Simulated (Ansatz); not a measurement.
One change: `C[O][Al]([Cl])[O]C` becomes `C[O][Al]([F])[Cl]`.

Ansatz, PBE0-D4/def2-TZVP geometries, multiplicity 1. Each molecule was computed in one conformer, which needn't be the lowest.

```csv
property,`C[O][Al]([Cl])[O]C`
size of the dipole moment (PBE/def2-TZVPP) / D,1.73
HOMO–LUMO gap (PBE/def2-TZVPP) / eV,5.28
HOMO–LUMO gap (PBE0/def2-TZVPP) / eV,7.72
HOMO energy (ωB97M-V/def2-TZVPP) / eV,-10.61
HOMO–LUMO gap (B3LYP/def2-TZVPP) / eV,7.19
size of the dipole moment (ωB97M-V/def2-TZVPP) / D,1.79
```

Task: Give the same properties after the change, and the shifts. (Estimate.)

Result: Computed: 
```csv
property,`C[O][Al]([F])[Cl]`,shift
size of the dipole moment (PBE/def2-TZVPP) / D,1.97,0.24
HOMO–LUMO gap (PBE/def2-TZVPP) / eV,5.37,0.09
HOMO–LUMO gap (PBE0/def2-TZVPP) / eV,7.80,0.08
HOMO energy (ωB97M-V/def2-TZVPP) / eV,-11.11,-0.50
HOMO–LUMO gap (B3LYP/def2-TZVPP) / eV,7.25,0.06
size of the dipole moment (ωB97M-V/def2-TZVPP) / D,2.01,0.22
```

With PBE0 the HOMO falls by 0.51 eV and the LUMO falls by 0.42 eV, so the gap widens by about 0.09 eV. PBE moves the HOMO by -0.50 eV and ωB97M-V by -0.50 eV. Dipoles are sizes alone; their direction can turn.

B3LYP here is the variant with VWN-RPA as its local correlation; programs differ in this.
